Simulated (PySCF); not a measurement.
Scandium: a sound run and one with changed settings

Sound run: Sc⁺ [Ar] 3d1 4s1, Sc²⁺ [Ar] 3d1. Computed with PySCF 2.14 in x2c-TZVPall (6s5p4d1f, 48 functions), with the spin-free X2C one-electron Hamiltonian (Gaussian nucleus). The sound run starts from symmetry-adapted Hartree-Fock orbitals and uses a fine grid where one is needed.

A second run was set up differently.

| species | method | sound run (hartree) | changed run (hartree) | converged |
| --- | --- | --- | --- | --- |
| Sc⁺ | UHF | -763.07766 | -763.07765 | no |
| Sc⁺ | M06-L | -763.88095 | -763.89305 | no |
| Sc⁺ | M06-2X | -763.94286 | -763.94286 | no |
| Sc²⁺ | UHF | -762.62829 | -762.62829 | no |
| Sc²⁺ | M06-L | -763.43655 | -763.43655 | no |
| Sc²⁺ | M06-2X | -763.47383 | -763.47383 | no |

Question: What was changed?
A. angular grid far too coarse
B. level shift left on
C. basis contracted for another Hamiltonian
D. too few SCF iterations

Answer: D. It used initial guess atom, at most 5 SCF cycles. The SCF was stopped early; the energies are upper bounds that still move, and correlated levels were skipped or rest on poor orbitals.
